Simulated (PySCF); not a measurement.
C4H7 (SMILES [CH-]=C(C)C), charge -1, singlet, at a GFN2-xTB geometry (in this run its highest filled SCF level lies above zero, so its values depend strongly on the basis, on diffuse functions most of all); CAMB3LYP/6-31G* (PySCF).

Input for PySCF:
```python
from pyscf import gto, scf, dft

mol = gto.Mole()
mol.atom = '''
    C    -0.017079    0.137684    1.567119
    C    -0.002588    0.015899    0.238727
    H    -0.019375   -0.900336    2.055516
    C     0.003309    1.253666   -0.640106
    H    -0.005779    2.152562   -0.023252
    H     0.893269    1.292935   -1.287774
    H    -0.872859    1.287990   -1.306587
    C     0.010311   -1.253978   -0.638358
    H     0.006195   -2.152814   -0.015777
    H    -0.867325   -1.302457   -1.302631
    H     0.902155   -1.297503   -1.283782
'''
mol.basis = '6-31g*'
mol.charge = -1
mol.spin = 0
mol.verbose = 4
mol.build()

mf = dft.RKS(mol)
mf.xc = 'camb3lyp'
mf.kernel()
```

The log (banner, timings and long lists left out):

```
PySCF version 2.14.0

[INPUT] verbose = 4
[INPUT] num. atoms = 11
[INPUT] num. electrons = 32
[INPUT] charge = -1
[INPUT] spin (= nelec alpha-beta = 2S) = 0
[INPUT] symmetry False subgroup None
[INPUT] Mole.unit = angstrom
[INPUT] Symbol           X                Y                Z      unit          X                Y                Z       unit  Magmom
[INPUT]  1 C     -0.017079000000   0.137684000000   1.567119000000 AA   -0.032274632481   0.260185051735   2.961425714602 Bohr   0.0
[INPUT]  2 C     -0.002588000000   0.015899000000   0.238727000000 AA   -0.004890611210   0.030044755654   0.451128648539 Bohr   0.0
[INPUT]  3 H     -0.019375000000  -0.900336000000   2.055516000000 AA   -0.036613443663  -1.701388460086   3.884362284661 Bohr   0.0
[INPUT]  4 C      0.003309000000   1.253666000000  -0.640106000000 AA    0.006253103746   2.369085391679  -1.209625030691 Bohr   0.0
[INPUT]  5 H     -0.005779000000   2.152562000000  -0.023252000000 AA   -0.010920727274   4.067752646146  -0.043939911848 Bohr   0.0
[INPUT]  6 H      0.893269000000   1.292935000000  -1.287774000000 AA    1.688033765564   2.443293046865  -2.433540170336 Bohr   0.0
[INPUT]  7 H     -0.872859000000   1.287990000000  -1.306587000000 AA   -1.649464455362   2.433948351179  -2.469091587917 Bohr   0.0
[INPUT]  8 C      0.010311000000  -1.253978000000  -0.638358000000 AA    0.019484966070  -2.369674986230  -1.206321789425 Bohr   0.0
[INPUT]  9 H      0.006195000000  -2.152814000000  -0.015777000000 AA    0.011706853342  -4.068228857129  -0.029814209067 Bohr   0.0
[INPUT] 10 H     -0.867325000000  -1.302457000000  -1.302631000000 AA   -1.639006710988  -2.461287019023  -2.461615831368 Bohr   0.0
[INPUT] 11 H      0.902155000000  -1.297503000000  -1.283782000000 AA    1.704825871907  -2.451925315802  -2.425996383646 Bohr   0.0

nuclear repulsion = 111.076037992615
number of shells = 38
number of NR pGTOs = 136
number of NR cGTOs = 70
basis = 6-31g*
ecp = {}

******** <class 'pyscf.dft.rks.RKS'> ********
method = RKS
initial guess = minao
damping factor = 0
level_shift factor = 0
DIIS = <class 'pyscf.scf.diis.CDIIS'>
diis_start_cycle = 1
diis_space = 8
diis_damp = 0
SCF conv_tol = 1e-09
SCF conv_tol_grad = None
SCF max_cycles = 50
direct_scf = True
direct_scf_tol = 1e-13
XC library pyscf.dft.libxc version 7.1.2
    S. Lehtola, C. Steigemann, M. J. T. Oliveira, and M. A. L. Marques,  SoftwareX 7, 1–5 (2018)
XC functionals = camb3lyp
    T. Yanai, D. P. Tew, and N. C. Handy,  Chem. Phys. Lett. 393, 51 (2004)
radial grids:
    Treutler-Ahlrichs [JCP 102, 346 (1995); DOI:10.1063/1.469408] (M4) radial grids

becke partition: Becke, JCP 88, 2547 (1988); DOI:10.1063/1.454033
pruning grids: <function nwchem_prune>
grids dens level: 3
symmetrized grids: False
atomic radii adjust function: <function treutler_atomic_radii_adjust>
small_rho_cutoff = 0
Set gradient conv threshold to 3.16228e-05
Initial guess from minao.
tot grids = 125128
init E= -156.613790694666
  HOMO = -0.230730262721996  LUMO = -0.00973918484058567  gap/eV = 6.01347
cycle= 1 E= -156.310778553399  delta_E= 0.303  |g|= 0.579  |ddm|= 2.89
  HOMO = 0.182807395735802  LUMO = 0.32356862056868  gap/eV = 3.83031
cycle= 2 E= -156.337501112377  delta_E= -0.0267  |g|= 0.532  |ddm|=  2.4
  HOMO = 0.0289428642712855  LUMO = 0.322265277118423  gap/eV = 7.98171
cycle= 3 E= -156.421069262807  delta_E= -0.0836  |g|= 0.0537  |ddm|= 1.31
  HOMO = 0.027661336607772  LUMO = 0.318082126764573  gap/eV = 7.90275
cycle= 4 E= -156.421582995711  delta_E= -0.000514  |g|= 0.0399  |ddm|= 0.083
  HOMO = 0.0238969906403304  LUMO = 0.320562694572458  gap/eV = 8.07268
cycle= 5 E= -156.421994491933  delta_E= -0.000411  |g|= 0.00437  |ddm|= 0.0604
  HOMO = 0.0237203501308976  LUMO = 0.320643677963248  gap/eV = 8.07970
cycle= 6 E= -156.42200207415  delta_E= -7.58e-06  |g|= 0.00261  |ddm|= 0.0123
  HOMO = 0.0236409850892638  LUMO = 0.32061577315654  gap/eV = 8.08110
cycle= 7 E= -156.422004277374  delta_E= -2.2e-06  |g|= 0.000459  |ddm|= 0.00739
  HOMO = 0.0235620646433645  LUMO = 0.320669108904219  gap/eV = 8.08469
cycle= 8 E= -156.422004379451  delta_E= -1.02e-07  |g|= 7.97e-05  |ddm|= 0.00232
  HOMO = 0.0235535558888467  LUMO = 0.320671765046046  gap/eV = 8.08500
cycle= 9 E= -156.422004381596  delta_E= -2.15e-09  |g|= 3.7e-05  |ddm|= 0.000232
  HOMO = 0.0235535381655119  LUMO = 0.320670889872631  gap/eV = 8.08497
cycle= 10 E= -156.422004381984  delta_E= -3.88e-10  |g|= 5.5e-06  |ddm|= 5.5e-05
  HOMO = 0.0235515868528866  LUMO = 0.320671188879375  gap/eV = 8.08504
Extra cycle  E= -156.422004381994  delta_E= -1.03e-11  |g|= 3.94e-06  |ddm|= 1.9e-05
converged SCF energy = -156.422004381994
```
